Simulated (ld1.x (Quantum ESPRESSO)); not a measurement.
## Before and after: PAW potential for Co

* Element: Co (Z = 27)
* Generator: ld1.x (Quantum ESPRESSO) 7.5
* Type: PAW
* Functional: LDA (PZ)
* Relativity: scalar-relativistic
* Frozen core: [Ne] 3s2
* Valence charge: 15
* Reference configuration: 3p6 3d7 4s2 4p0
* Partial waves: 4s (bound): rcut 1.85, rcutus 2.20 bohr; 4s channel at 2.75 Ry: rcut 1.85, rcutus 2.20 bohr; 3p (bound): rcut 1.15, rcutus 1.35 bohr; 4p (bound, empty): rcut 1.15, rcutus 1.35 bohr; 3d (bound): rcut 1.00, rcutus 1.10 bohr; 3d channel at 0.85 Ry: rcut 1.00, rcutus 1.10 bohr
* Local potential: all-electron potential smoothed inside 1.30 bohr (lloc = -1)
* Core correction: Bessel-smoothed model core, default radius (core density twice the valence density)
* Augmentation charge: PSQ, inside the norm-conserving radii

All-electron outer shells of the reference configuration (LDA (PZ), scalar-relativistic, ld1.x):

```
shell  level (eV)  outermost node (bohr)  outermost maximum (bohr)
   2p     -769.46                      –                      0.17
   3s     -101.87                   0.31                      0.67
   3p      -65.51                   0.28                      0.68
   3d       -8.46                      –                      0.66
   4s       -5.68                   0.96                      2.29
   4p       -1.39                   1.05                      3.21
```

Change: waves 3d (bound): rcut 0.96, rcutus 1.02 bohr; 3d channel at 0.85 Ry: rcut 0.96, rcutus 1.02 bohr.

Cutoffs: the cutoffs (Ry, on a coarse ladder) from which the occupation-weighted sum of valence levels, in a spherical-Bessel basis at the reference potential, stays within 10 and 1 mRy of its value at 400 Ry; they do not see the model core or the augmentation charge, which bear on the density cutoff. Errors are all-electron minus pseudo energies relative to the spin-unpolarised reference configuration.

How do hardness, ghosts and transferability respond?

The potential gets harder (90 Ry and 160 Ry → 110 Ry and 180 Ry); both files keep a bound ghost (s); the errors of the 9 common tests hardly move. A smaller radius makes the pseudo-wave follow the all-electron one further in, where it bends more sharply, so more plane waves are needed.

| quantity | base | changed |
| --- | --- | --- |
| cutoff, loose | 90 Ry | 110 Ry |
| cutoff, tight | 160 Ry | 180 Ry |
| loose cutoff by channel (10 mRy a level) | s 6 Ry, p 35 Ry, d 80 Ry | s 6 Ry, p 35 Ry, d 90 Ry |
| bound ghosts | s | s |
| error for 3p6 3d7 4s1 4p0, meV [ΔE 9.30 eV] | -1.8 | -1.9 |
| error for 3p6 3d7 4s0 4p0, meV [ΔE 26.38 eV] | -4.0 | -3.8 |
| error for 3p6 3d6 4s0 4p0, meV [ΔE 62.57 eV] | -31 | -31 |
| error for 3p6 3d6 4s2 4p0, meV [ΔE 15.46 eV] | -20 | -22 |
| error for 3p5 3d7 4s2 4p0, meV [ΔE 73.42 eV] | -58 | -60 |
| error for 3p6 3d7 4s1.5 4p0, meV [ΔE 3.72 eV] | -0.6 | -0.7 |
| error for 3p6 3d8 4s0 4p0, meV [ΔE 6.71 eV] | -16 | -17 |
| error for 3p6 3d7 4s2 4p0 (spin-polarised), meV [ΔE -1.98 eV] | -3.8 | -3.8 |
| error for 3p6 3d7 4s1 4p0 (spin-polarised), meV [ΔE 6.72 eV] | -4.9 | -4.9 |
| s: phases at 2.39 bohr within 0.05 rad from the reference energy up to (Ry; the scan ends near 5) | to the end of the scan | to the end of the scan |
| p: phases at 2.39 bohr within 0.05 rad from the reference energy up to (Ry; the scan ends near 5) | to the end of the scan | to the end of the scan |
| d: phases at 2.39 bohr within 0.05 rad from the reference energy up to (Ry; the scan ends near 5) | to the end of the scan | to the end of the scan |
| lowest overlap eigenvalue by channel | s 0.43, p 0.14, d 0.90 | s 0.43, p 0.14, d 0.88 |

 A true bound ghost makes a file unfit for plane-wave use even where its test errors are small: the radial tests pick states by their node count and pass the ghost by.
